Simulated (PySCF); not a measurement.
CdH4Si, SMILES [SiH3][CdH]. Atoms are numbered in the order given.

```xyz
6

Cd     0.0000     0.0000    -0.6509
H      0.0000     0.0000    -2.3502
Si     0.0000     0.0000     1.8786
H      1.1956     0.6903     2.4305
H      0.0000    -1.3805     2.4305
H     -1.1956     0.6903     2.4305
```
Charge 0, spin multiplicity 1.

Geometry optimised at B3LYP-D3(BJ)/def2-TZVP. The def2 effective core potentials stand for the cores of Cd; spin–orbit coupling is left out.

Calculation: ωB97X/def2-TZVPD (PySCF).

The total energy is -459.67008 hartree. The point group is C3v and the highest occupied level is -9.31 eV. The lowest empty level is 0.61 eV. The orbital gap comes out as 9.92 eV, the dipole moment is 0.23 D and the quadrupole, principal values (traceless, Buckingham form, about the centre of nuclear charge) is -9.74, 4.87, 4.87 D·Å. The mean static polarisability comes out as 67.4 bohr³ (9.99 Å³). The polarisability, principal values is 56.0, 56.0, 90.3 bohr³.
